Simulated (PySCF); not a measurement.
# In⁻ (indium, charge -1): UHF calculation

Configuration: [Kr] 4d10 5s2 5p2, high-spin 3P determinant. All numbers are calculated (PySCF 2.14, scalar relativity through the core potential, in aug-cc-pwCVQZ-PP with ECP28MDF).

| Quantity | Value |
| --- | --- |
| Total energy | -189.213453 hartree |
| One-electron energy | -338.6832 hartree |
| Hartree (Coulomb) energy | 165.3868 hartree |
| Exchange energy | -15.9170 hartree |
| ⟨S²⟩ | 2.0152 |
| ⟨L²⟩ | 2.032 |
| Sum of ⟨r⟩ | 34.54 bohr |
| Sum of ⟨r²⟩ | 102.6 bohr² |
| Traceless quadrupole moment −½Σ⟨3z² − r²⟩ along its main axis | 12.3 e·bohr² |
| Time after the integrals | 20 s of wall time on 1 thread of Neoverse-V1 (shared host) |

```json
{"shell": "4s α", "electrons": "1", "mean orbital energy (hartree)": "-5.18790", "spread (hartree)": "0", "rms radius, mean of both spins (bohr)": "0.912"}
{"shell": "4s β", "electrons": "1", "mean orbital energy (hartree)": "-5.18746", "spread (hartree)": "0", "rms radius, mean of both spins (bohr)": "0.912"}
{"shell": "4p α", "electrons": "3", "mean orbital energy (hartree)": "-3.44110", "spread (hartree)": "0.00142", "rms radius, mean of both spins (bohr)": "0.995"}
{"shell": "4p β", "electrons": "3", "mean orbital energy (hartree)": "-3.44030", "spread (hartree)": "0.00676", "rms radius, mean of both spins (bohr)": "0.995"}
{"shell": "4d α", "electrons": "5", "mean orbital energy (hartree)": "-0.82492", "spread (hartree)": "0.00557", "rms radius, mean of both spins (bohr)": "1.27"}
{"shell": "4d β", "electrons": "5", "mean orbital energy (hartree)": "-0.82341", "spread (hartree)": "0.00869", "rms radius, mean of both spins (bohr)": "1.27"}
{"shell": "5s α", "electrons": "1", "mean orbital energy (hartree)": "-0.25911", "spread (hartree)": "0", "rms radius, mean of both spins (bohr)": "3.08"}
{"shell": "5s β", "electrons": "1", "mean orbital energy (hartree)": "-0.18122", "spread (hartree)": "0", "rms radius, mean of both spins (bohr)": "3.08"}
{"shell": "5p α", "electrons": "2", "mean orbital energy (hartree)": "-0.02109", "spread (hartree)": "0.00001", "rms radius, mean of both spins (bohr)": "5.47"}
```

Energies and moments cover only the electrons outside the core potential.
